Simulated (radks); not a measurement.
Spin polarisation of the 5d4 shell in W2+. Start: [Xe] 4f14 5d(up 2, down 2); electrons of 5d are moved from spin down to spin up, other shells keep equal spins. All-electron calculation, non-relativistic Kohn-Sham, BLYP, spin-polarised, spherical densities, point nucleus. Program: a radial shooting solver on a logarithmic mesh with Libxc functionals.

| moment (Bohr magnetons) | E - E(0) (eV) | e(5d up) (eV) | e(5d down) (eV) | 5p down minus up (eV) | 4f down minus up (eV) |
|---|---|---|---|---|---|
| 0 | 0.000 | -20.459 | -20.459 | 0.000 | 0.000 |
| 1 | -0.155 | -20.747 | -20.128 | 0.565 | 0.093 |
| 2 | -0.616 | -20.985 | -19.767 | 1.124 | 0.187 |
| 3 | -1.366 | -21.169 | -19.392 | 1.668 | 0.280 |
| 4 | -2.385 | -21.305 | -19.008 | 2.193 | 0.373 |

At moment 4 the spin-polarisation energy is -2.385 eV and the 5d exchange splitting 2.297 eV, that is 0.574 eV per Bohr magneton; E = -I m^2/4 would give I = 0.596 eV.
